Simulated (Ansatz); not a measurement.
`C=[CH][Zn][CH]=C`. Charge 0, multiplicity 1. For Zn the d shell is correlated and the shells below it are frozen. Scalar relativity is left out up to krypton.

```xyz
11

C    -0.072   -1.096    2.529
C     0.849   -0.596    1.705
Zn    0.439    0.314    0.057
C    -0.005    1.200   -1.595
C    -0.617    0.603   -2.618
H    -1.139   -1.025    2.329
H     0.189   -1.609    3.454
H     1.887   -0.730    2.012
H     0.242    2.253   -1.735
H    -0.859    1.130   -3.541
H    -0.913   -0.443   -2.597
```

(1) Give the diagnostics of a CCSD(T)/def2-TZVPP run (frozen core, Ansatz 0.2.0). (An estimate is asked.)

## Answers

(1) Computed: T1 = 0.0143, largest single amplitude 0.025, largest double 0.043, (T) share of the correlation energy 4.0 %, 9 CCSD cycles. The RHF solution is stable towards an unrestricted one. T1 lies under the customary mark of 0.02 for closed shells.
